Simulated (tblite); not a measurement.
A tight-binding relaxation on `C=C[S@@+](C)[BH2-]F`.

Computed with GFN2-xTB geometry optimisation, gas phase (tblite 0.8.0). Start geometry: from a force field or distance geometry. The command runs a driver script over a list of jobs; the input below is this job's line of settings and its coordinates in Å.

Command:
```bash
OMP_NUM_THREADS=1 python probes_run.py task.json out
```

Input:
```
{"job": {"kind": "relax", "xc": "GFN2-xTB", "basis": "xTB"}, "charge": 0, "multiplicity": 1}
C      2.301800    -0.319500    -0.669600
C      1.376300     0.111100     0.188500
S     -0.217400     0.535000    -0.333600
C     -1.150100    -0.843000    -0.972800
B     -1.148700     1.112900     1.172500
F     -1.036900     0.092400     2.202300
H      3.300600    -0.590100    -0.376700
H      2.046100    -0.391100    -1.716200
H      1.622200     0.191600     1.274200
H     -0.675400    -1.354400    -1.804100
H     -1.444700    -1.535000    -0.128500
H     -2.116000    -0.418400    -1.332200
H     -0.578300     2.077200     1.591000
H     -2.280100     1.330700     0.883100
```

Output:
```
step      E/eV     max force
  0    -536.02344    2.449
  1    -536.28698    1.560
  2    -536.37991    1.282
  3    -536.41846    0.731
  4    -536.44762    0.415
  5    -536.46786    0.435
  6    -536.47816    0.352
  7    -536.49489    0.316
  8    -536.51015    0.315
  9    -536.52744    0.359
... (37 lines left out)
 47    -536.62020    0.021
 48    -536.62025    0.022
 49    -536.62032    0.019
 50    -536.62041    0.028
 51    -536.62050    0.026
 52    -536.62055    0.013
 53    -536.62057    0.012
 54    -536.62059    0.012
 55    -536.62061    0.012
 56    -536.62063    0.009
```

«max force» is the largest atomic force in eV/Å.

From which step on does the largest force stay under 0.1 eV/Å, and how much energy is left to gain from there?

From step 23 (0.096 eV/Å), 6.0 meV above the end.

Main results: energy lowered by 13.8 kcal/mol over 56 steps; largest atomic force 0.009 eV/Å at the end.

Give the final coordinates.

0.206 Å rms from the input after alignment:
```
atom  x, y, z in Å
C1     2.2296   -0.3460   -0.7082
C2     1.2822    0.0895    0.0948
S3    -0.2581    0.7622   -0.5320
C4    -1.0848   -0.8199   -0.9071
B5    -1.1834    1.1739    1.2755
F6    -1.0187    0.0036    1.9703
H7     3.1446   -0.7605   -0.3196
H8     2.1293   -0.3086   -1.7803
H9     1.3479    0.0769    1.1708
H10   -0.4978   -1.3611   -1.6416
H11   -1.1872   -1.3904    0.0107
H12   -2.0626   -0.5750   -1.3084
H13   -0.5367    2.0724    1.6994
H14   -2.3048    1.3824    0.9536
```

Time: 0.45 s. Hardware: one thread of an Arm Neoverse N1, no GPU (shared host).
Labels such as C1 count atoms from 1, the log's own numbers from 0.
